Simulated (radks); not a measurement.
Problem. Isoelectronic series with 18 electrons, each ion in its NIST ground configuration. Method: non-relativistic Kohn-Sham, r2SCAN, spin-polarised, spherical densities, point nucleus; meta-GGA in the generalised Kohn-Sham scheme; computed with a radial shooting solver on a logarithmic mesh with Libxc functionals. Total energies (hartree) and mean radii <r> (bohr):

| ion | configuration | E (hartree) | 3p | 3s | 2p |
|---|---|---|---|---|---|
| Ar | [Ar] | -527.51772 | 1.658 | 1.419 | 0.3769 |
| K+ | [Ar] | -599.73128 | 1.425 | 1.277 | 0.3508 |
| Ca2+ | [Ar] | -676.88079 | 1.258 | 1.160 | 0.3281 |
| Sc3+ | [Ar] | -758.95295 | 1.131 | 1.063 | 0.3082 |
| V5+ | [Ar] | -937.83463 | 0.9450 | 0.9125 | 0.2747 |
| Cr6+ | [Ar] | -1034.63450 | 0.8746 | 0.8525 | 0.2605 |
| Mn7+ | [Ar] | -1136.33610 | 0.8145 | 0.8001 | 0.2477 |
| Fe8+ | [Ar] | -1242.93720 | 0.7625 | 0.7540 | 0.2361 |

Estimate the row of Ti4+ ([Ar]).

Solution. E (hartree) -845.93944; 3p 1.029; 3s 0.9819; 2p 0.2905.
